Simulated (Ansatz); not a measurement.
Correlation energies of `CC(N)(N)[CH2][GaH2]` by basis set

Cartesian coordinates in Å:
```
C 1.505 0.291 -0.352
C 0.003 0.077 -0.464
N -0.510 0.310 -1.801
N -0.653 1.045 0.486
C -0.410 -1.284 0.097
Ga -0.717 -0.539 1.950
H 1.781 1.297 -0.688
H 2.024 -0.433 -0.982
H 1.850 0.162 0.676
H 0.052 0.975 -2.319
H -0.537 -0.556 -2.322
H -0.156 1.926 0.563
H -1.584 1.245 0.134
H -1.358 -1.604 -0.345
H 0.339 -2.054 -0.081
H 0.538 -0.311 2.880
H -2.167 -0.548 2.568
```

Total charge 0; spin multiplicity 1. Correlated methods include outer-core shells of Ga, which these sets cover unevenly. Scalar relativity is left out up to krypton. Geometry: relaxed with PBE0-D4/def2-TZVP. It is one conformer, not always the lowest. Frozen core, restricted reference, Ansatz.

| basis | HF (Eh) | MP2 corr. | CCSD corr. | (T) | CCSD(T) total |
| --- | --- | --- | --- | --- | --- |
| def2-SVP | -2151.73137 | -1.00310 | -1.05685 | -0.03339 | -2152.82161 |
| def2-TZVPP | -2152.23656 | -1.20207 | -1.24592 | -0.05126 | -2153.53374 |
| def2-QZVPP | -2152.28739 | -1.51288 | – | – | – |
